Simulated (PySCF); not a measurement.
Correlation energy of Dy⁴⁹⁺ (dysprosium, charge +49)

[Ne] 3s2 3p5, 2P determinant. All numbers are calculated (PySCF 2.14, the spin-free X2C one-electron Hamiltonian (Gaussian nucleus), in an even-tempered Gaussian basis (17 s from 11 bohr⁻², ratio 2.5; 12 p from 14 bohr⁻², ratio 2.5; 4 d from 60 bohr⁻², ratio 2.7; 4 f from 90 bohr⁻², ratio 2.7)). Frozen: 1s2; 15 electrons correlated; the 20 highest virtual orbitals of each spin left out.

```
  level  correlation energy (mhartree)
   CCSD                        -644.83
    (T)                          -0.83
CCSD(T)                        -645.66
```

Diagnostics: T1 = 0.00036, D1 = 0.0016, largest double amplitude 0.017.

**Question.** Is a single reference adequate?

**Answer.** Yes, within this model without spin-orbit coupling: T1 lies below 0.03 and no double amplitude reaches 0.07.

At this charge the one-electron X2C treatment keeps the bare 1/r₁₂, with no two-electron picture change or Breit term. The effect here is smaller than on the frozen 1s shell; and a scalar Hamiltonian misses the large spin-orbit splitting of the p shells, which matters for ns² → np² pairs.
